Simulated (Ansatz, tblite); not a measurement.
Cost and result up the ladder for Na4H4 (the lowest singlet isomer of a short search) (8 atoms). Total charge 0; singlet. Geometry: r2SCAN-D4/def2-SVP.

```xyz
8

Na   -1.616    0.024    0.978
Na   -0.327   -0.659   -1.739
Na    0.695    1.753   -0.111
Na    1.248   -1.117    0.872
H     0.340    0.684    1.808
H     1.679   -0.025   -1.017
H    -0.723   -1.822    0.116
H    -1.297    1.162   -0.907
```

Ansatz on 4 threads of Arm Neoverse V2 on a shared host; xTB runs through tblite on one thread. Times are rough, summed over both states, and most runs start from the orbitals of an earlier one. PBE-QIDH/def2-TZVP serves as the yardstick here, not as an exact answer. Differences are given only for rows in sets of like size (and for xTB, whose basis is part of the method), since another set adds its own error. The other state is a quintet at its own geometry, which has other bonds, so the gap mixes isomer and spin.

The xTB rows come from tblite. LC-ωPBE has ω = 0.4 bohr⁻¹. Correlated methods freeze 4 core orbitals; core or outer-core shells of Na are correlated, in sets that lack core-valence functions. In the quintet geometry the species has come apart into loosely held pieces. In the quintet, H5 and H7 lie 0.76 Å apart, H6 and H8 lie 0.76 Å apart (atoms count from 1), so H2 has formed as a molecule. The structure comes from a short search, and lower isomers may exist.

Run but left out: GFN1-xTB (tight binding far off the other levels).

Correlated methods converge slowly with the basis.

xTB has no spin-polarisation term.

```
                            level  functions  wall time
                         GFN2-xTB         20    0.004 s
                        HF/STO-3G         40      0.2 s
            LDA (SPW92)/def2-TZVP        152      1.9 s
                    MP2/def2-TZVP        152      2.9 s
              revPBE-D4/def2-TZVP        152      4.2 s
                 PBE-D4/def2-TZVP        152      4.5 s
                PBE0-D4/def2-TZVP        152      5.5 s
               BHLYP-D4/def2-TZVP        152      5.5 s
               PBE-QIDH/def2-TZVP        152        7 s
                RPA@PBE/def2-TZVP        152      7.3 s
r2SCAN-D4/def2-TZVP (with forces)        152      9.7 s
                LC-ωPBE/def2-TZVP        152      9.8 s
```

(1) Estimate what each level gives for the quintet − singlet (eV).

## Answers

(1) 
```tsv
level	quintet − singlet (eV)	difference from PBE-QIDH/def2-TZVP (eV)	remarks
GFN2-xTB	8.54	5.43	–
HF/STO-3G	15.88	–	HOMO above zero (quintet)
LDA (SPW92)/def2-TZVP	3.51	0.40	–
MP2/def2-TZVP	2.83	-0.28	–
revPBE-D4/def2-TZVP	1.67	-1.44	–
PBE-D4/def2-TZVP	2.28	-0.83	–
PBE0-D4/def2-TZVP	2.38	-0.73	–
BHLYP-D4/def2-TZVP	2.18	-0.93	–
PBE-QIDH/def2-TZVP	3.11	0.00	–
RPA@PBE/def2-TZVP	2.74	-0.37	–
r2SCAN-D4/def2-TZVP (with forces)	3.03	-0.08	–
LC-ωPBE/def2-TZVP	3.61	0.50	–
```
